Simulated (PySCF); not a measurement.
Radial density of Tm²⁺ (thulium, charge +2)

r2SCAN, [Xe] 4f13, 2F determinant. Computed with PySCF 2.14 in cc-pVDZ-X2C (8s7p5d3f1g, 84 functions), with the spin-free X2C one-electron Hamiltonian (Gaussian nucleus).

```json
{"r (bohr)": "0.0180", "4πr²ρ (e/bohr)": "89.44", "4πr²(ρα − ρβ)": "0.0007"}
{"r (bohr)": "0.0302", "4πr²ρ (e/bohr)": "83.87", "4πr²(ρα − ρβ)": "0.0018"}
{"r (bohr)": "0.0508", "4πr²ρ (e/bohr)": "118.5", "4πr²(ρα − ρβ)": "0.0030"}
{"r (bohr)": "0.0854", "4πr²ρ (e/bohr)": "107.3", "4πr²(ρα − ρβ)": "0.0066"}
{"r (bohr)": "0.144", "4πr²ρ (e/bohr)": "104.8", "4πr²(ρα − ρβ)": "0.0807"}
{"r (bohr)": "0.242", "4πr²ρ (e/bohr)": "79.24", "4πr²(ρα − ρβ)": "0.4922"}
{"r (bohr)": "0.407", "4πr²ρ (e/bohr)": "59.13", "4πr²(ρα − ρβ)": "1.2999"}
{"r (bohr)": "0.684", "4πr²ρ (e/bohr)": "38.75", "4πr²(ρα − ρβ)": "1.1400"}
{"r (bohr)": "1.15", "4πr²ρ (e/bohr)": "13.67", "4πr²(ρα − ρβ)": "0.3816"}
{"r (bohr)": "1.93", "4πr²ρ (e/bohr)": "3.466", "4πr²(ρα − ρβ)": "0.0263"}
{"r (bohr)": "3.25", "4πr²ρ (e/bohr)": "0.1652", "4πr²(ρα − ρβ)": "-0.0015"}
{"r (bohr)": "5.47", "4πr²ρ (e/bohr)": "0.003001", "4πr²(ρα − ρβ)": "-0.0001"}
{"r (bohr)": "9.21", "4πr²ρ (e/bohr)": "1.495e-05", "4πr²(ρα − ρβ)": "0.0000"}
```

Densities and radii are taken from the X2C orbitals without a picture-change correction, which distorts them close to the nucleus.

Spin-orbit coupling, absent here, splits the open shell strongly.
